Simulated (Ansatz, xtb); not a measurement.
## Isomers of H9Si4 in order of energy

4 gas-phase structures of H9Si4, found in a search over its isomers (lower ones may exist). Each was relaxed with GFN2-xTB; where two conformers were screened, the lower at r2SCAN-D4/def2-SVP is listed:

A. `[SiH3][Si]([SiH3])[SiH3]`, a doublet
B. `[SiH2][SiH2][SiH2][SiH3]`, a doublet
C. `[SiH2][SiH]([SiH3])[SiH3]`, a doublet
D. `[SiH3][SiH][SiH2][SiH3]`, a doublet

Task: Estimate their order in r2SCAN-D4/def2-SVP energy at these geometries, lowest first.

Result: Calculated order at r2SCAN-D4/def2-SVP: A (0.0), D (4.2), C (5.7), B (7.3) kcal/mol.

Energies above the lowest of each column, in kcal/mol; the last columns are at B3LYP/6-31G* geometries and were run for some of them only (a dash: not run or not comparable):

| structure | GFN2-xTB | HF/STO-3G | r2SCAN-D4/def2-SVP | B3LYP/6-31G* | CCSD(T)/def2-SVP + ΔMP2/def2-TZVPP |
| --- | --- | --- | --- | --- | --- |
| A | 0.0 | 0.0 | 0.0 | 0.0 | 0.0 |
| D | 3.5 | 2.1 | 4.2 | 2.6 | 3.3 |
| C | 9.0 | 6.8 | 5.7 | 4.8 | 4.8 |
| B | 9.1 | 5.9 | 7.3 | – | – |

Every level run on A puts it lowest or level with the lowest. Flexible structures stand in one conformer each, not always the lowest. Frequencies (B3LYP/6-31G*) were run for A, C, D alone. Open shells are spin-unrestricted. ΔMP2 is the change of the MP2 energy from the smaller to the larger basis.

Over these structures GFN2-xTB departs from r2SCAN-D4/def2-SVP by 1.5 kcal/mol on average once a common shift is removed. A GFN2-xTB relaxation took about 0.28 s and the r2SCAN-D4/def2-SVP energy about 4.2 s on a shared host (Ansatz 0.2.0, xtb 6.7.1 (Pople sets with spherical d functions)).
